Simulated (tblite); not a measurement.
Compound: C₃H₁₀OSSi₃.
SMILES with atom numbers: `[CH:1]#[C:2][CH2:3][SiH2:4][O:5][SiH2:6][S:7][SiH3:8]` (hydrogens: H9 on C1; H10, H11 on C3; H12, H13 on Si4; H14, H15 on Si6; H16, H17, H18 on Si8)

Computed with GFN2-xTB (tblite), gas phase: L-BFGS steps from a force-field or distance-geometry start until the largest atomic force falls under 0.01 eV/Å.

Step 15: E = -656.2243 eV
```
atom  x, y, z in Å  |  force x, y, z in eV/Å
C1      1.6158    1.8598   -1.3722    0.007  -0.026   0.017
C2      1.9282    1.3261   -0.3461    0.025   0.057   0.025
C3      2.3257    0.7177    0.9026    0.002   0.012  -0.002
Si4     2.0584   -1.1729    0.9302    0.032   0.008   0.020
O5      0.4726   -1.5359    0.8640    0.031   0.035   0.010
Si6    -0.9002   -1.2700    0.0732    0.016  -0.031  -0.011
S7     -1.8632    0.4422    0.9063    0.029   0.010   0.009
Si8    -3.4900    0.5346   -0.4784   -0.011   0.010  -0.002
H9      1.3540    2.3453   -2.2658   -0.018  -0.061   0.038
H10     1.7478    1.1753    1.7106   -0.049   0.002  -0.024
H11     3.3761    0.9555    1.0887   -0.001  -0.020  -0.034
H12     2.4527   -1.7333    2.2178    0.016  -0.019  -0.007
H13     2.6500   -1.8109   -0.2456    0.051   0.007   0.030
H14    -0.6121   -1.0152   -1.3296   -0.040  -0.010  -0.030
H15    -1.6940   -2.4571    0.3419   -0.012  -0.026  -0.015
H16    -4.2778    1.6703   -0.0435   -0.013   0.039   0.025
H17    -2.9345    0.7001   -1.8142   -0.021   0.032  -0.051
H18    -4.2182   -0.7254   -0.4089   -0.043  -0.018   0.002
```

Step 16: E = -656.2253 eV
```
atom  x, y, z in Å  |  force x, y, z in eV/Å
C1      1.6158    1.8581   -1.3714   -0.002  -0.012  -0.006
C2      1.9298    1.3277   -0.3444    0.003   0.057  -0.016
C3      2.3256    0.7183    0.9021    0.030  -0.026   0.021
Si4     2.0594   -1.1722    0.9305    0.025   0.008   0.025
O5      0.4733   -1.5336    0.8634    0.044   0.029   0.016
Si6    -0.8993   -1.2704    0.0727    0.007  -0.037  -0.038
S7     -1.8626    0.4414    0.9042    0.041   0.023   0.035
Si8    -3.4891    0.5351   -0.4776   -0.057   0.008  -0.036
H9      1.3526    2.3427   -2.2650   -0.016  -0.058   0.036
H10     1.7473    1.1735    1.7091   -0.071   0.025   0.016
H11     3.3751    0.9564    1.0884    0.025  -0.018  -0.021
H12     2.4506   -1.7351    2.2179    0.019  -0.014  -0.004
H13     2.6515   -1.8101   -0.2439    0.057  -0.001   0.016
H14    -0.6137   -1.0151   -1.3312   -0.039  -0.015  -0.018
H15    -1.6905   -2.4587    0.3435   -0.014  -0.025  -0.016
H16    -4.2773    1.6717   -0.0418    0.000   0.021   0.020
H17    -2.9371    0.7016   -1.8160   -0.026   0.029  -0.030
H18    -4.2203   -0.7249   -0.4095   -0.027   0.006   0.003
```

Question: Estimate the geometry and energy of step 17. (The exact step hangs on the optimiser's Hessian estimate; all steps are aligned on step 16, rigid shifts and turns removed.)

Answer: E = -656.2265 eV, largest force 0.110 eV/Å
```
atom  x, y, z in Å  |  force x, y, z in eV/Å
C1      1.6157    1.8556   -1.3707   -0.010   0.000  -0.026
C2      1.9323    1.3307   -0.3421   -0.018   0.039  -0.046
C3      2.3259    0.7190    0.9018    0.050  -0.050   0.049
Si4     2.0610   -1.1712    0.9315    0.017   0.005   0.020
O5      0.4747   -1.5299    0.8631    0.046   0.020   0.012
Si6    -0.8979   -1.2716    0.0715   -0.003  -0.033  -0.051
S7     -1.8607    0.4409    0.9022    0.038   0.023   0.036
Si8    -3.4887    0.5359   -0.4771   -0.090   0.007  -0.062
H9      1.3501    2.3383   -2.2638   -0.018  -0.041   0.014
H10     1.7455    1.1713    1.7074   -0.079   0.045   0.050
H11     3.3745    0.9572    1.0879    0.050  -0.011   0.000
H12     2.4487   -1.7379    2.2178    0.024  -0.009   0.004
H13     2.6551   -1.8088   -0.2409    0.062  -0.010   0.000
H14    -0.6167   -1.0155   -1.3339   -0.036  -0.022  -0.003
H15    -1.6865   -2.4614    0.3452   -0.012  -0.019  -0.019
H16    -4.2766    1.6738   -0.0394    0.017  -0.002   0.012
H17    -2.9413    0.7042   -1.8190   -0.033   0.023   0.003
H18    -4.2238   -0.7242   -0.4104   -0.004   0.036   0.004
```

The energy changes by -0.0013 eV. The first-order estimate −F·Δx gives -0.0017 eV and the mean of the old and new forces, exact on a quadratic surface, -0.0013 eV. The step makes an angle of 59° with the force vector and moves no atom by more than 0.006 Å.

The cost below is that of the whole relaxation. Time: 1.2 s of wall time. Hardware: one thread of an Arm Neoverse V1, shared host with 32 logical CPUs at a one-minute load of 24.
